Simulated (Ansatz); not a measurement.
Species: SnF$_{3}$, net charge 1, singlet state. It need not be the lowest isomer of its formula. SMILES: [F][Sn+]([F])[F]
Coordinates optimised at B3LYP-D3(BJ)/def2-TZVP (Ansatz, a quantum-chemistry and plane-wave program):
```
Sn
F 1 1.8515
F 1 1.8515 2 120.00
F 1 1.8515 2 120.00 3 180.00
```
Charge +1, spin multiplicity 1.

Parts of the frozen-core correlation energy in def2-TZVPPD (Ansatz, hartree). Frozen orbitals: 12; correlated occupied orbitals by spin: 12 and 12; virtual: 152 and 152. Spin-orbit coupling is left out. In def2 rows, elements after Kr have scalar-relativistic effective core potentials.

```
term                            value
-------------------------  ----------
reference (HF)             -511.51835
MP2 opposite-spin            -0.63027
MP2 same-spin                -0.22729
CCSD correlation             -0.84686
(T)                          -0.02887
T1 diagnostic                   0.018
largest doubles amplitude       0.029
```
